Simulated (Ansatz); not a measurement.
C₂H₇NOSi (`CNC(=O)[SiH3]`) at its PBE0-D4/def2-TZVP geometry, where that method's forces vanish. Total charge 0; spin multiplicity 1.

```xyz
12

C     1.4454    0.8229    1.2242
N     0.2905    0.1388    0.6955
C     0.0271    0.0542   -0.6305
O     0.7383    0.5457   -1.4904
Si   -1.5494   -0.8900   -1.1802
H     2.0839    0.1400    1.7900
H     2.0083    1.2164    0.3793
H     1.1511    1.6521    1.8724
H    -0.3537   -0.2973    1.3324
H    -2.3006   -1.4260   -0.0083
H    -1.1301   -2.0111   -2.0542
H    -2.4108    0.0543   -1.9302
```

(1) What forces (eV/Å) does r2SCAN-D4/def2-TZVPP give on these atoms in Ansatz 0.2.0? (Estimate.)

## Answers

(1) The calculation gave: 
```
C1   0.209  0.123  0.097
N2  -0.068 -0.053  0.174
C3  -0.342 -0.212  0.009
O4   0.294  0.202 -0.341
Si5 -0.034 -0.022  0.022
H6  -0.012  0.012 -0.002
H7  -0.019 -0.012  0.015
H8   0.005 -0.016 -0.004
H9  -0.032 -0.023  0.043
H10 -0.008 -0.003 -0.030
H11 -0.010  0.025  0.010
H12  0.019 -0.021  0.007
```
